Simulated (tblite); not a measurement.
Here is a computed GFN2-xTB geometry (Å):
```
atom  x, y, z in Å
C1     2.1325   -0.5301   -1.6238
O2     1.1456    0.4571   -1.4336
C3     0.2357    0.2957   -0.4478
C4     0.1839   -0.7927    0.4274
C5    -0.7912   -0.8511    1.3977
C6    -1.7422    0.1692    1.5252
S7    -2.9532    0.0848    2.7351
C8    -1.6856    1.2607    0.6429
C9    -0.7157    1.3201   -0.3233
H10    1.6871   -1.4985   -1.8719
H11    2.7672   -0.6351   -0.7388
H12    2.7357   -0.1853   -2.4619
H13    0.9007   -1.5958    0.3564
H14   -0.8338   -1.6906    2.0748
H15   -2.4162    2.0491    0.7384
H16   -0.6582    2.1512   -1.0083
```

Doublet state.

(1) Which heavy atoms are bonded, and with what formal order?

(2) Which species is it?

(3) Name the point group.

(4) Which rings does it hold?

(5) Describe the place of each heavy atom.

(6) What is the arrangement about O2?

(7) What is the arrangement about C1?

Results:

(1) C1–O2 1.41 Å (single); O2–C3 1.35 Å (single); C3–C4 1.40 Å (aromatic); C4–C5 1.38 Å (aromatic); C5–C6 1.40 Å (aromatic); C6–S7 1.71 Å (single); C6–C8 1.40 Å (aromatic); C8–C9 1.37 Å (aromatic); C3–C9 1.40 Å (aromatic). Bonds to hydrogen (Å): C1–H10 1.09; C1–H11 1.09; C1–H12 1.09; C4–H13 1.08; C5–H14 1.08; C8–H15 1.08; C9–H16 1.08. The orders are those of one drawing; other resonance forms can be drawn.

(2) `COc1ccc([S])cc1`, C7H7OS.

(3) Cs (tolerance 0.08 Å).

(4) C3–C4–C5–C6–C8–C9 (6 members, 0.00 Å rms from planarity).

(5) C1: carbon bonded to O and 3 H; O2: oxygen bonded to 2 C; C3: carbon bonded to 2 C and O; C4: carbon bonded to 2 C and H; C5: carbon bonded to 2 C and H; C6: carbon bonded to 2 C and S; S7: sulfur bonded to C; C8: carbon bonded to 2 C and H; C9: carbon bonded to 2 C and H.

(6) It has 2 neighbours (C1, C3) and is bent (angle 119.1°).

(7) It has 4 neighbours (O2, H10, H11, H12) and is distorted tetrahedral (angles from 105.7° to 111.4°).
